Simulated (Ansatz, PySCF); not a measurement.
Species: C4H2, charge 0, multiplicity 1. 
Structure (B3LYP-D3(BJ)/def2-TZVP (Ansatz, a first-principles code) minimum search):
```xyz
6

C      0.0000     0.0000    -1.8866
C      0.0000     0.0000    -0.6818
C      0.0000     0.0000     0.6818
C      0.0000     0.0000     1.8866
H      0.0000     0.0000    -2.9488
H      0.0000     0.0000     2.9488
```
Charge 0, spin multiplicity 1.

Property: atomisation energy (electronic, to ground-state atoms), in kcal/mol. Correlated levels leave the core frozen unless marked. Open shells are spin-unrestricted. Spin-orbit coupling is left out. Non-relativistic. The coupled-cluster limit lacks core correlation, which all-electron functionals hold. CBS(X,Y): correlation extrapolated as X^-3; Hartree-Fock from the larger set. [CCSD(T)-MP2]/basis is that difference in the basis named.

The Hartree-Fock reference is unstable (checked in the largest basis), which strains HF and MP2. 

```json
[
 {"level": "BP86-D4/def2-TZVPD", "program": "PySCF + dftd4", "atomisation energy (kcal/mol)": "…"},
 {"level": "CAM-B3LYP-D4/def2-TZVPD", "program": "Ansatz + dftd4", "atomisation energy (kcal/mol)": "695.4"},
 {"level": "RI-MP2/CBS(aug-cc-pVTZ,aug-cc-pVQZ)+[CCSD(T)-MP2]/aug-cc-pVTZ", "program": "Ansatz", "atomisation energy (kcal/mol)": "…"}
]
```

**Question.** Some entries are withheld; supply them.

**Answer.** 
- BP86-D4/def2-TZVPD, atomisation energy (kcal/mol): 726.1
- RI-MP2/CBS(aug-cc-pVTZ,aug-cc-pVQZ)+[CCSD(T)-MP2]/aug-cc-pVTZ, atomisation energy (kcal/mol): 692.9
